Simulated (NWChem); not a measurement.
System: CH4Cl2OSi; SMILES Cl[SiH](Cl)OC

Here is an NWChem input.

```
start job
memory heap 200 mb stack 900 mb global 1100 mb
geometry units angstroms noautoz
  Si    -0.064053    -0.141625     0.469580
  Cl     1.780682     0.630026    -0.068999
  Cl    -0.218999    -2.088399    -0.161357
  O     -1.272300     0.684182    -0.257373
  C     -1.472356     2.098385    -0.205940
  H     -0.136634    -0.109913     1.942408
  H     -2.379544     2.317935    -0.772993
  H     -1.605562     2.442729     0.826868
  H     -0.627250     2.628199    -0.658707
end
basis spherical
  Si library 6-31g*
  Cl library 6-31g*
  O library 6-31g*
  C library 6-31g*
  H library 6-31g*
end
dft
  xc mn15
  iterations 150
  mulliken
end
task dft energy
```

Output (shortened):

```
             Northwest Computational Chemistry Package (NWChem) 7.3.0
             --------------------------------------------------------

 C1  symmetry detected

                             Geometry "geometry" -> ""
                             -------------------------

 Output coordinates in angstroms (scale by  1.889725989 to convert to a.u.)

  No.       Tag          Charge          X              Y              Z
 ---- ---------------- ---------- -------------- -------------- --------------
    1 Si                  14.0000    -0.08592468    -0.11567055     0.46136083
    2 Cl                  17.0000     1.79487386     0.50988134    -0.13850709
    3 Cl                  17.0000    -0.41872168    -2.03881921    -0.17327621
    4 O                    8.0000    -1.24860473     0.80989001    -0.21819154
    5 C                    6.0000    -1.33248848     2.23513205    -0.15271996
    6 H                    1.0000    -0.10418335    -0.08968023     1.93597505
    7 H                    1.0000    -2.23837782     2.53104403    -0.68614472
    8 H                    1.0000    -1.40140972     2.58101244     0.88584906
    9 H                    1.0000    -0.46390193     2.69904288    -0.63256278

 Effective nuclear repulsion energy (a.u.)     362.6190196553

                                 NWChem DFT Module
                                 -----------------

 Summary of "ao basis" -> "ao basis" (spherical)
 ------------------------------------------------------------------------------
       Tag                 Description            Shells   Functions and Types
 ---------------- ------------------------------  ------  ---------------------
 Si                          6-31g*                  8       18   4s3p1d
 Cl                          6-31g*                  8       18   4s3p1d
 O                           6-31g*                  6       14   3s2p1d
 C                           6-31g*                  6       14   3s2p1d
 H                           6-31g*                  2        2   2s

            General Information
            -------------------
          SCF calculation type: DFT
          Wavefunction type:  closed shell.
          No. of atoms     :     9
          No. of electrons :    66
           Alpha electrons :    33
            Beta electrons :    33
          Charge           :     0
          Spin multiplicity:     1
          Use of symmetry is: off; symmetry adaption is: off
          Maximum number of iterations: 150
          AO basis - number of functions:    90
                     number of shells:    44
          Convergence on energy requested:  1.00D-06
          Convergence on density requested:  1.00D-05
          Convergence on gradient requested:  5.00D-04

              XC Information
              --------------
                         MN15 Method XC Functional
                     Hartree-Fock (Exact) Exchange  0.440
                          MN15 Exchange Functional  1.000
                        MN15 Correlation Potential  1.000

             Grid Information
             ----------------
          Grid used for XC integration:  medium
          Radial quadrature: Mura-Knowles
          Angular quadrature: Lebedev.
          Tag              B.-S. Rad. Rad. Pts. Rad. Cut. Ang. Pts.
          ---              ---------- --------- --------- ---------
          Si                  1.10       88          10.0       590
          Cl                  1.00       88          12.0       590
          O                   0.60       49           9.0       434
          C                   0.70       49          11.0       434
          H                   0.35       45          12.0       434
          Grid pruning is: on
          Number of quadrature shells:   542
          Spatial weights used:  Erf1

      Superposition of Atomic Density Guess
      -------------------------------------

 Sum of atomic energies:       -1322.12600949

      Non-variational initial energy
      ------------------------------

 Total energy =   -1323.857206
 1-e energy   =   -2548.954553
 2-e energy   =     862.478327
 HOMO         =      -0.381277
 LUMO         =       0.066062

     ---------------------------------------------
      Total Density - Mulliken Population Analysis
     ---------------------------------------------

    Atom       Charge   Shell Charges
 -----------   ------   -------------------------------------------------------
    1 Si  14    12.69   2.00  2.00  5.97  0.84  1.23  0.19  0.23  0.23
    2 Cl  17    17.42   2.00  2.00  5.98  1.38  3.71  0.57  1.78  0.01
    3 Cl  17    17.40   2.00  2.00  5.98  1.37  3.70  0.57  1.77  0.01
    4 O    8     8.84   2.00  0.92  3.09  0.89  1.91  0.02
    5 C    6     6.20   2.00  0.70  1.82  0.63  1.00  0.05
    6 H    1     1.04   0.47  0.58
    7 H    1     0.80   0.48  0.32
    8 H    1     0.80   0.48  0.32
    9 H    1     0.80   0.48  0.32

   convergence    iter        energy       DeltaE   RMS-Dens  Diis-err
 ---------------- ----- ----------------- --------- --------- ---------
 d= 0,ls=0.0,diis     1  -1325.0957817701 -1.69D+03  1.34D-02  1.20D+00
 d= 0,ls=0.0,diis     2  -1325.1218058407 -2.60D-02  7.08D-03  6.71D-01
 d= 0,ls=0.0,diis     3  -1325.1821253398 -6.03D-02  2.20D-03  1.30D-01
 d= 0,ls=0.0,diis     4  -1325.1930261480 -1.09D-02  7.74D-04  7.11D-03
 d= 0,ls=0.0,diis     5  -1325.1939291950 -9.03D-04  1.26D-04  1.09D-04
  Resetting Diis
 d= 0,ls=0.0,diis     6  -1325.1939433575 -1.42D-05  3.37D-05  7.00D-06
 d= 0,ls=0.0,diis     7  -1325.1939443744 -1.02D-06  9.60D-06  3.36D-07
 d= 0,ls=0.0,diis     8  -1325.1939443939 -1.95D-08  4.22D-06  2.71D-07

         Total DFT energy =    -1325.193944393890
      One electron energy =    -2551.970532951776
           Coulomb energy =      956.735809841206
    Exchange-Corr. energy =      -92.578240938591
 Nuclear repulsion energy =      362.619019655271

 Numeric. integr. density =       66.000006394009

[...]
```

Level: MN15/6-31G* (spherical d). Geometry: optimised at B3LYP/6-31G* (spherical d).
